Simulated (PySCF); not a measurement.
**Correlation energy of Ge (germanium, neutral)**

[Ar] 3d10 4s2 4p2, high-spin 3P determinant. All numbers are calculated (PySCF 2.14, scalar relativity by spin-free X2C-1e, in x2c-SVPall). Frozen: [Ar] 3d10; 4 electrons correlated.

MP2 pair energies summed by pair of shells (mhartree):

| pair | energy | share (%) |
| --- | --- | --- |
| 4s-4p | -23.76 | 58.2 |
| 4s-4s | -13.21 | 32.4 |
| 4p-4p | -3.87 | 9.5 |

Total MP2 correlation energy: -40.84 mhartree.

Same-spin part -6.85 and opposite-spin part -33.99 mhartree; SCS-MP2 scales them by 1/3 and 6/5 to -43.07 mhartree.

```tsv
level	correlation energy (mhartree)
CCSD	-56.37
(T)	-0.81
CCSD(T)	-57.18
```

Diagnostics: T1 = 0.0078, D1 = 0.0213, largest double amplitude 0.096.

Is a single reference adequate?

Mostly. T1 lies below 0.03, but a double amplitude of this size points to a near-degeneracy that CCSD handles and MP2 describes poorly.
